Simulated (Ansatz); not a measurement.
`F[SiH]1CO1` and `[SiH3]S[SiH]1CO1` differ in one atom or group.

Ansatz, PBE0-D4/def2-TZVP geometries, multiplicity 1. Each molecule was computed in one conformer, which needn't be the lowest.

```
                                          property  `F[SiH]1CO1`
size of the dipole moment (ωB97M-V/def2-TZVPP) / D          1.88
              HOMO–LUMO gap (PBE0/def2-TZVPP) / eV          8.04
               HOMO energy (B3LYP/def2-TZVPP) / eV         -7.78
                HOMO energy (PBE0/def2-TZVPP) / eV         -8.01
               LUMO energy (B3LYP/def2-TZVPP) / eV         -0.24
                 HOMO energy (PBE/def2-TZVPP) / eV         -6.65
```

(1) Give the same properties after the change, and the shifts. (An estimate is asked.)

## Answers

(1) Ansatz gave: 
```csv
property,`[SiH3]S[SiH]1CO1`,shift
size of the dipole moment (ωB97M-V/def2-TZVPP) / D,2.11,0.23
HOMO–LUMO gap (PBE0/def2-TZVPP) / eV,6.99,-1.05
HOMO energy (B3LYP/def2-TZVPP) / eV,-7.21,0.57
HOMO energy (PBE0/def2-TZVPP) / eV,-7.43,0.58
LUMO energy (B3LYP/def2-TZVPP) / eV,-0.63,-0.39
HOMO energy (PBE/def2-TZVPP) / eV,-6.20,0.45
```

With PBE0 the HOMO rises by 0.58 eV and the LUMO falls by 0.47 eV, so the gap narrows by about 1.05 eV. PBE moves the HOMO by 0.45 eV and ωB97M-V by 0.67 eV. Dipoles are sizes alone; their direction can turn.

B3LYP here is the variant with VWN-RPA as its local correlation; programs differ in this.
